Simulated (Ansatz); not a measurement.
Input file for Ansatz (an electronic-structure program): R-PBE/def2-TZVPPD on HI (SMILES I) with ghost functions, monomers drawn apart or pushed together. Elements past Kr take the def2 small-core potentials; no spin–orbit coupling. Files ending in .json are basis or fitting sets from the Basis Set Exchange.

Ansatz 0.2 input:
```yaml
crystal:
  periodic: [false, false, false]
  atoms:
    - {symbol: I, position_ang: [-0.06004151, 0.81983786, 5.04594485]}
    - {symbol: H, position_ang: [0.88886002, -0.48741384, 5.06591149]}
basis:
  gaussian:
    orbitals: def2-TZVPPD.json
    ghost_atoms:
      - {symbol: O, position_ang: [0.84135829, -1.00494699, 0.23470781]}
      - {symbol: C, position_ang: [0.16523511, -0.10610626, -0.04979978]}
      - {symbol: O, position_ang: [-0.50926708, 0.78928589, -0.34431407]}
hamiltonian:
  xc: {name: PBE}
scf: {lower_state_search: off}
```

It printed:

```
WARN ansatz: RAYON_NUM_THREADS=1 ignored (pool sized by the plan → 1); use --threads N
Functional definition: PBE
these checks for a lower state are left out or cut short: stability, starts, cluster_reference, orbital_swaps, neighbouring_geometries, increment
integrals: 0.08 GiB planned
993 factors; their error is unknown
mean field: 0.62 GiB planned
mean field evaluation 1: about -8116.7652 eV, gradient 7.5e0 eV
mean field evaluation 2: about -8116.6926 eV, gradient 1.1e1 eV
mean field evaluation 4: about -8116.9450 eV, gradient 6.6e-1 eV
mean field evaluation 8: about -8116.9347 eV, gradient 8.6e-3 eV
mean field evaluation 16: about -8116.9347 eV, gradient 9.6e-7 eV
mean field -8116.93467031 eV, -298.2918472781 hartree, gradient 9.6e-7 eV, S^2 0.000000; 0 other end points of the search recorded, 0 dependent functions left out
reference -8116.93471353 eV, -298.2918488662 hartree; 13, 13 occupied and 180, 180 virtual orbitals, 993 factors
Total energy: -8116.93471353 eV, -298.2918488662 hartree
Checks for a lower state left out: stability, starts, cluster_reference, orbital_swaps, neighbouring_geometries, increment
```

Self-consistency was reached.

Cost: around 1.1 core-seconds (rough).
